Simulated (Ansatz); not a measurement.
Frontier orbitals of `N=[C]1[CH2][AlH]1`.

Z-matrix (Å, degrees):
```
C
C 1 1.521
Al 1 1.940 2 65.7
H 1 1.103 2 109.2 3 93.6
H 1 1.091 2 120.2 3 -136.8
N 2 1.260 1 133.3 3 155.3
H 3 1.580 1 150.2 2 -179.0
H 6 1.029 2 111.1 1 9.9
```

The species carries charge 0 and has multiplicity 1. All single points use the PBE0-D4/def2-TZVP geometry. It is one conformer, not always the lowest. Basis def2-TZVPP, Ansatz 0.2.0.

Orbital energies of one run (eV). Highest occupied ones, from the top: -5.72, -6.74, -8.29, -9.49, -10.82, -11.69, -12.85, -14.84, -19.85, -24.46, -73.70, -73.75, -73.94, -113.81. Empty: -2.24, -0.81, -0.55, 0.12, 1.67, 2.05.

**Question.** Which functional gave them?
A. ωB97M-V
B. HSE06 (plane-wave form)
C. r2SCAN0
D. BLYP

**Answer.** B. HOMO energies: HSE06 -5.72, r2SCAN0 -6.24, BLYP -4.86, ωB97M-V -8.26 eV.
